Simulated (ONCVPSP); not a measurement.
**Cutoff test, antimony (Sb), ONCV**

| Property | Result |
| --- | --- |
| Element | Sb |
| Generator | ONCVPSP 4.0.1 |
| Type | optimised norm-conserving Vanderbilt (ONCV) |
| Functional | PBE |
| Relativity | scalar-relativistic |
| Frozen core | [Ar] 3d10 |
| Valence charge | 23 |
| Reference configuration | 4s2 4p6 4d10 5s1.75 5p3.25 |
| Partial waves | 4s+5s: rc 1.45 bohr, ncon 3, nbas 7, qcut 10.4 1/bohr, 2 projectors; 4p+5p: rc 1.35 bohr, ncon 4, nbas 8, qcut 8.1 1/bohr, 2 projectors; 4d: rc 1.45 bohr, ncon 4, nbas 8, qcut 12.8 1/bohr, 2 projectors, debl 0.7 Ha |
| Local potential | polynomial inside 1.20 bohr (lpopt 5, dvloc0 6 Ha) |
| Core correction | Teter function, fcfact 5.5, rcfact 1.7 |

In the d channel the program set the typed energies aside and used -1.245, 0.250 Ha.

Task: For each optimised wave give the share of its norm inside rc, the residual kinetic energy above qcut (Ha) and the cutoffs (Ha) for errors of 10, 1, 0.1 and 0.01 mHa per electron.

Result:

| wave | norm inside rc | residual KE | 10 mHa | 1 mHa | 0.1 mHa | 0.01 mHa |
| --- | --- | --- | --- | --- | --- | --- |
| 4s | 0.981 | 9.2e-08 | 26.6 | 34.5 | 40.8 | 45.7 |
| 5s | 0.132 | 7.6e-08 | 22.7 | 32.4 | 39.6 | 45.1 |
| 4p | 0.938 | 6.4e-06 | 20.5 | 25.2 | 28.9 | 32.8 |
| 5p | 0.043 | 1.2e-05 | 15.8 | 21.1 | 25.4 | 38.4 |
| 4d | 0.852 | 1.0e-08 | 38.2 | 48.1 | 56.8 | 63.9 |
| d projector 2 | 0.034 | 5.5e-10 | 26.7 | 38.4 | 48.7 | 57.6 |

The occupied waves need 48 Ha and 57 Ha for 1 and 0.1 mHa.
